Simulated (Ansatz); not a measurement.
## AlI (iodoaluminum): a line through the functionals

AlI: 2 atoms, total charge 0, spin state singlet. SMILES: `[Al][I]`. Geometry: the measured bond length.

The electronic atomisation energy y, in eV, basis def2-TZVPPD with a core potential; a is the functional's share of exact exchange. Programs: Ansatz 0.2.0.

| functional | program | a | y (eV) |
| --- | --- | --- | --- |
| r2SCAN | Ansatz | 0 | 3.96 |
| PBE | Ansatz | 0 | 4.01 |
| B3LYP | Ansatz | 0.2 | 3.82 |
| PBE0 | Ansatz | 0.25 | 3.94 |
| r2SCAN0 | Ansatz | 0.25 | ? |
| BHLYP | Ansatz | 0.5 | 3.72 |

Question: Fit y = c + s·a to the known rows and predict r2SCAN0.

Answer: 
1. Means of the 5 rows: a = 0.1900, y = 3.890.
2. Σ(Δa)² = 0.172, Σ(Δa·Δy) = -0.0865, so the slope is -0.0865/0.172 = -0.50291.
3. Intercept: 3.890 − (-0.50291) × 0.1900 = 3.986. The largest residual of the fit is 0.080.
4. r2SCAN0: 3.986 + (-0.50291) × 0.25 = 3.86 eV.

The run gave 3.88 eV, so the prediction is off by -0.02 eV, within the scatter of the fit. Spin-orbit coupling is left out.
